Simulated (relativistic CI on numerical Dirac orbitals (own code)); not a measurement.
## Slater and spin-orbit integrals, Hf⁵⁶⁺

These numbers are calculated, not measured: Dirac-Coulomb-Breit CI, KLI orbitals optimised for each configuration, QED by a radiative potential, unscaled Slater integrals (own radial code, finite nucleus).

Slater integrals F^k, G^k are unscaled and averaged over j, outside the closed core [Ne]; ζ comes from projecting the Hamiltonian with its Breit term on Σ l·s of the shell.

- 3s2.3p4: F^2(3p,3p) = 517990, ζ(3p) = 1.6649e+06 cm⁻¹; <r>(3p) = 0.1887, <r^2>(3p) = 0.04123 (bohr units).
- 3s.3p5: G^1(3s,3p) = 657930, ζ(3p) = 1.6647e+06 cm⁻¹; <r>(3s) = 0.1926, <r^2>(3s) = 0.04242, <r>(3p) = 0.1887, <r^2>(3p) = 0.04127 (bohr units).
- 3s2.3p3.3d: F^2(3p,3p) = 517660, ζ(3p) = 1.6636e+06, F^2(3p,3d) = 522800, G^1(3p,3d) = 541820, G^3(3p,3d) = 366300, ζ(3d) = 226240 cm⁻¹; <r>(3p) = 0.1888, <r^2>(3p) = 0.04129, <r>(3d) = 0.1673, <r^2>(3d) = 0.03226 (bohr units).

Averages of the first 10 configurations, taken without configuration mixing, which lowers the lowest level and can move excited configurations by several eV; other configurations of the list can lie among them:

```csv
Configuration,Parity,States,Average energy above the lowest level (eV)
3s2.3p4,even,15,216.7
3s.3p5,odd,12,617.4
3s2.3p3.3d,odd,200,596.5
3p6,even,1,1040.7
3s.3p4.3d,even,300,987.4
3p5.3d,odd,60,1400.9
3s.3p3.3d2,odd,1800,1366.2
3s2.3p2.3d.4p,odd,900,3224.2
3p5.4s,odd,12,3497.4
3s.3p3.3d.4s,odd,800,3449.4
```
